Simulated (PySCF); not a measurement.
Isomers of C5H9FO2, mass 120.059 u with the commonest isotopes. Method used: CAM-B3LYP/def2-SVPD in PySCF (dipole) on a GFN2-xTB geometry, gas phase. One conformer each, none proved a minimum here; rigid rotors.

Problem. Order these by rotational constant B, largest first.
A. `[CH3:1][O:2][CH2:3][C@H:4]([CH3:5])[C:6](=[O:7])[F:8]` with C1–O2–C3–C4 -174°, O2–C3–C4–C5 -170°, C3–C4–C6–O7 29°
B. `[CH3:1][CH2:2][O:3][C@@H:4]([F:5])[CH2:6][CH:7]=[O:8]` with C1–C2–O3–C4 177°, C2–O3–C4–F5 69°, O3–C4–C6–C7 62°, C4–C6–C7–O8 132°
C. `[CH3:1][CH2:2][C@@H:3]([O:4][CH3:5])[C:6](=[O:7])[F:8]` with C1–C2–C3–O4 67°, C2–C3–O4–C5 -169°, C2–C3–C6–O7 -110°
D. `[F:1][CH2:2][CH2:3][CH:4]1[O:5][CH2:6][CH2:7][O:8]1` with F1–C2–C3–C4 -68°, C2–C3–C4–O5 175°, C3–C4–O5–C6 136°, C4–O5–C6–C7 5°, O5–C6–C7–O8 -24°, C6–C7–O8–C4 34°

Solution. C (1749 MHz), A (1281 MHz), D (1151 MHz), B (1096 MHz).

Problem. Order these by rotational constant A, smallest first.
A. `[CH3:1][CH2:2][O:3][C@@H:4]([F:5])[CH2:6][CH:7]=[O:8]` with C1–C2–O3–C4 177°, C2–O3–C4–F5 69°, O3–C4–C6–C7 62°, C4–C6–C7–O8 132°
B. `[CH3:1][CH2:2][C@@H:3]([O:4][CH3:5])[C:6](=[O:7])[F:8]` with C1–C2–C3–O4 67°, C2–C3–O4–C5 -169°, C2–C3–C6–O7 -110°
C. `[F:1][CH2:2][CH2:3][CH:4]1[O:5][CH2:6][CH2:7][O:8]1` with F1–C2–C3–C4 -68°, C2–C3–C4–O5 175°, C3–C4–O5–C6 136°, C4–O5–C6–C7 5°, O5–C6–C7–O8 -24°, C6–C7–O8–C4 34°

Solution. B (2307 MHz), A (3079 MHz), C (4975 MHz).

Problem. Order these by rotational constant C, largest first.
A. `[CH3:1][CH2:2][O:3][C@@H:4]([F:5])[CH2:6][CH:7]=[O:8]` with C1–C2–O3–C4 177°, C2–O3–C4–F5 69°, O3–C4–C6–C7 62°, C4–C6–C7–O8 132°
B. `[CH3:1][CH2:2][C@@H:3]([O:4][CH3:5])[C:6](=[O:7])[F:8]` with C1–C2–C3–O4 67°, C2–C3–O4–C5 -169°, C2–C3–C6–O7 -110°
C. `[F:1][CH2:2][CH2:3][CH:4]1[O:5][CH2:6][CH2:7][O:8]1` with F1–C2–C3–C4 -68°, C2–C3–C4–O5 175°, C3–C4–O5–C6 136°, C4–O5–C6–C7 5°, O5–C6–C7–O8 -24°, C6–C7–O8–C4 34°

Solution. B (1129 MHz), C (1055 MHz), A (851.5 MHz).

| SMILES | point group | Ia (u·Å²) | Ib (u·Å²) | Ic (u·Å²) | κ | μa (D) | μb (D) | μc (D) |
| --- | --- | --- | --- | --- | --- | --- | --- | --- |
| FCCC1OCCO1 | C1 | 101.59 | 439.24 | 478.95 | -0.95 | 1.98 | 0.58 | 1.14 |
| CCO[C@@H](F)CC=O | C1 | 164.12 | 461.18 | 593.54 | -0.78 | 3.00 | 0.45 | 0.32 |
| COC[C@H](C)C(=O)F | C1 | 163.95 | 394.37 | 473.57 | -0.79 | 1.88 | 3.24 | 0.00 |
| CC[C@@H](OC)C(=O)F | C1 | 219.05 | 288.95 | 447.59 | 0.05 | 2.30 | 0.31 | 1.57 |
